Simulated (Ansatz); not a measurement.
Reaction (cleavage of the Si–Al bond): `[AlH2][SiH]([SiH3])O[SiH3]` + NH₃ → `N[SiH]([SiH3])O[SiH3]` + `[AlH3]`

Calculated with Ansatz (gas phase, PBE0-D4/def2-TZVP geometries, no zero-point term in ΔE). CBS: MP2 limit from def2 TZ/QZ plus the TZ coupled-cluster correction, frozen cores. This one scheme is used for every species. Each species was taken in one conformer, which may not be the lowest.

| species | CCSD(T)/CBS(def2) energy (Eh) |
| --- | --- |
| `[AlH2][SiH]([SiH3])O[SiH3]` | -1189.88644 |
| NH₃ | -56.50880 |
| `N[SiH]([SiH3])O[SiH3]` | -1002.63867 |
| `[AlH3]` | -243.78045 |

Q: Work out ΔE.

A: ΔE = (-1002.63867) + (-243.78045) − (-1189.88644) − (-56.50880) = -0.02388 Eh = -15.0 kcal/mol.

Largest T1 diagnostic among the species: 0.013.

In def2-TZVPP, CCSD(T) changes the Hartree–Fock value by +4.3 kcal/mol (the triples alone add +0.6 kcal/mol) and MP2 by +2.3 kcal/mol. From PBE to PBE0 (25 % exact exchange), in def2-TZVPP and without D4, ΔE moves by −1.6 kcal/mol.
